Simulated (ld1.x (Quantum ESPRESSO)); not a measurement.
Which change was made? (Sb, TM)

antimony (Sb), norm-conserving Troullier–Martins (Kleinman–Bylander form), made with ld1.x (Quantum ESPRESSO) 7.5 (LDA (PZ), fully relativistic). Core [Kr] 4d10, reference 5s2 5p1 (charge +2). Waves: 5s (bound): rc 1.70 bohr; 5p (bound): rc 2.20 bohr. Local part: the p channel. Core correction: none.

Open shells are filled in proportion to 2j + 1 (rel_dist='average').

Cutoffs, loose and tight: the cutoffs (Ry, on a coarse ladder) from which the occupation-weighted sum of valence levels, in a spherical-Bessel basis at the reference potential, stays within 10 and 1 mRy of its value at 400 Ry. They do not see the model core or the augmentation charge, which bear on the density cutoff. Test errors are all-electron minus pseudo excitation energies from the reference, over the configurations 5s2 5p3; 5s2 5p2; 5s2 5p0; 5s2 5p2.5; 5s1 5p4; 5s2 5p3.3; 5s1 5p3; variants that change the core or the reference have their own tests.

The base gives: outcome: generated, misses its reference levels by 0.62 eV; cutoff, loose: 30 Ry; cutoff, tight: 55 Ry; bound ghosts: none; largest test error (meV): +61.

Q: After one change the result is: outcome: generated, misses its reference levels by 0.62 eV; cutoff, loose: 30 Ry; cutoff, tight: 55 Ry; bound ghosts: none; largest test error (meV): -50. Which change was it?
A. wave 5s (bound): rc 1.70 bohr becomes 5s (bound): rc 1.82 bohr
B. core correction a·sin(br)/r model core inside 1.30 bohr
C. functional PBE
D. type ultrasoft; waves now 5s (bound): rcut 1.50, rcutus 1.70 bohr; 5s channel at -1.6 Ry: rcut 1.50, rcutus 1.70 bohr; 5p (bound): rcut 1.90, rcutus 2.20 bohr; 5p channel at -0.35 Ry: rcut 1.90, rcutus 2.20 bohr; local potential all-electron potential smoothed inside 2.05 bohr (lloc = -2); augmentation PSQ, radius 1.10 bohr
E. functional PBEsol

A: B. The others give: functional PBEsol → outcome: generated, misses its reference levels by 0.61 eV; cutoff, loose: 30 Ry; cutoff, tight: 55 Ry; bound ghosts: none; largest test error (meV): -39 | wave 5s (bound): rc 1.70 bohr becomes 5s (bound): rc 1.82 bohr → outcome: generated, misses its reference levels by 0.62 eV; cutoff, loose: 25 Ry; cutoff, tight: 45 Ry; bound ghosts: none; largest test error (meV): +60 | functional PBE → outcome: generated, misses its reference levels by 0.60 eV; cutoff, loose: 30 Ry; cutoff, tight: 55 Ry; bound ghosts: none; largest test error (meV): +54 | type ultrasoft; waves now 5s (bound): rcut 1.50, rcutus 1.70 bohr; 5s channel at -1.6 Ry: rcut 1.50, rcutus 1.70 bohr; 5p (bound): rcut 1.90, rcutus 2.20 bohr; 5p channel at -0.35 Ry: rcut 1.90, rcutus 2.20 bohr; local potential all-electron potential smoothed inside 2.05 bohr (lloc = -2); augmentation PSQ, radius 1.10 bohr → outcome: failed: chargeps: negative rho.
